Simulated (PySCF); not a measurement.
BClH2. Atoms are numbered in the order given.

```xyz
4

B      0.0000     0.0000     1.1875
H      0.0000    -1.0456     1.7459
H      0.0000     1.0456     1.7459
Cl     0.0000     0.0000    -0.5547
```
Charge 0, spin multiplicity 1.

Coordinates come from a B3LYP-D3(BJ)/def2-TZVP optimisation.

Lowest vertical singlet excitation by several levels in PySCF, with rough processor times relative to the cheapest run on one machine. Each run also gave further roots (ADC and EOM-CCSD ionised and attached states too); roots are paired by order and the bases differ. EOM-CCSD serves as a yardstick, not as the true value; all levels that ended soundly for this molecule are listed, with differences from unrounded values.

```tsv
level	relative cost
TDA-B3LYP/def2-TZVPD	1
ADC(2)/aug-cc-pVDZ	1
TDA-ωB97X/def2-TZVPD	2
EOM-CCSD/aug-cc-pVDZ	2
```

Computed S1 at each level and its distance from EOM-CCSD:
```json
[
 {"level": "TDA-B3LYP/def2-TZVPD", "S1 (eV)": "4.92", "S1 minus EOM-CCSD (eV)": "-0.40"},
 {"level": "ADC(2)/aug-cc-pVDZ", "S1 (eV)": "5.33", "S1 minus EOM-CCSD (eV)": "0.00"},
 {"level": "TDA-ωB97X/def2-TZVPD", "S1 (eV)": "5.27", "S1 minus EOM-CCSD (eV)": "-0.05"},
 {"level": "EOM-CCSD/aug-cc-pVDZ", "S1 (eV)": "5.32", "S1 minus EOM-CCSD (eV)": "0.00"}
]
```
